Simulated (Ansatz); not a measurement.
Wavefunction ladder for C$_{2}$H$_{6}$BNS (`BN=CSC`)

```xyz
11

B     1.5526    0.7066   -1.0489
N     0.2018    0.6001   -0.9867
C    -1.0296    0.4812   -0.8937
S    -1.8989   -0.3298    0.3895
C    -0.5401   -0.8770    1.4210
H     2.1797   -0.1452   -1.6137
H     2.0877    1.6522   -0.5416
H    -1.7113    0.8935   -1.6429
H     0.1099   -1.5557    0.8700
H    -0.9863   -1.4016    2.2655
H     0.0345   -0.0245    1.7815
```

The species carries charge 0 and has multiplicity 1. The geometry is a stationary point of PBE0-D4/def2-TZVP. It is one conformer, not always the lowest. Frozen core, restricted reference, the Gaussian-basis code of Ansatz. CBS rows extrapolate triple and quadruple zeta; past MP2 they add the triple-zeta difference.

| basis | HF (Eh) | MP2 corr. | CCSD corr. | (T) | CCSD(T) total |
| --- | --- | --- | --- | --- | --- |
| def2-TZVPP | -555.96411 | -0.81489 | -0.85951 | -0.04077 | -556.86439 |
| def2-QZVPP | -555.98280 | -0.87224 | – | – | – |
| CBS(def2) | -555.98537 | -0.91471 | -0.95933 | as TZ | -556.98547 |
